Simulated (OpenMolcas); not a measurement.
# Ionisation energies of tellurium

```yaml
Program: OpenMolcas
Basis: ANO-RCC-VQZP [8s7p5d3f2g]
Scalar_Hamiltonian: DKH2, point nucleus
Spin-orbit_coupling: state interaction with AMFI integrals over the reference wave functions, term energies averaged over their components
```

Active shells in each charge state: the valence s, p shells, with orbitals averaged over the low states. Where CASPT2's correlated closed shells are named, they are those of the first ion.

A. CASSCF
B. SS-CASPT2, IPEA 0.25 Eh, imaginary shift 0.1 Eh (closed shells correlated: 4s 4p 4d)

Energies in eV between the lowest computed levels (charge -1 gives the electron affinity), named as in B; reference values from the NIST Atomic Spectra Database with their kind.

```
               From                   To       A       B  Spin-orbit share in B             Reference
Te- 5s² 5p⁵ ²P°_3/2       Te 5s² 5p⁴ ³P₂   0.980   1.793                 -0.124                      
     Te 5s² 5p⁴ ³P₂  Te+ 5s² 5p³ ⁴S°_3/2   7.793   8.793                 +0.202      9.010 (measured)
Te+ 5s² 5p³ ⁴S°_3/2     Te2+ 5s² 5p² ³P₀  17.496  18.354                 -0.683     18.600 (measured)
   Te2+ 5s² 5p² ³P₀  Te3+ 5s² 5p ²P°_1/2  26.813  27.774                 +0.126     27.840 (measured)
Te3+ 5s² 5p ²P°_1/2         Te4+ 5s² ¹S₀  36.349  37.553                 +0.668     37.416 (measured)
       Te4+ 5s² ¹S₀       Te5+ 5s ²S_1/2  57.137  58.292                 +0.000     59.300 (measured)
     Te5+ 5s ²S_1/2        Te6+ 4d¹⁰ ¹S₀  68.915  70.582                 +0.000  69.100 (theoretical)
```

Error against the reference values, in %:

```json
{"From": "Te", "Reference": "measured", "A": "-13.5", "B": "-2.4"}
{"From": "Te+", "Reference": "measured", "A": "-5.9", "B": "-1.3"}
{"From": "Te2+", "Reference": "measured", "A": "-3.7", "B": "-0.2"}
{"From": "Te3+", "Reference": "measured", "A": "-2.9", "B": "+0.4"}
{"From": "Te4+", "Reference": "measured", "A": "-3.6", "B": "-1.7"}
{"From": "Te5+", "Reference": "theoretical", "A": "-0.3", "B": "+2.1"}
```

Mean absolute error over the 5 measured values: A 1.32 eV, B 0.34 eV. B lies closest.

No diffuse functions were added, so the electron affinity comes out too small, and without dynamic correlation a bound anion can come out unbound.

° marks odd parity.
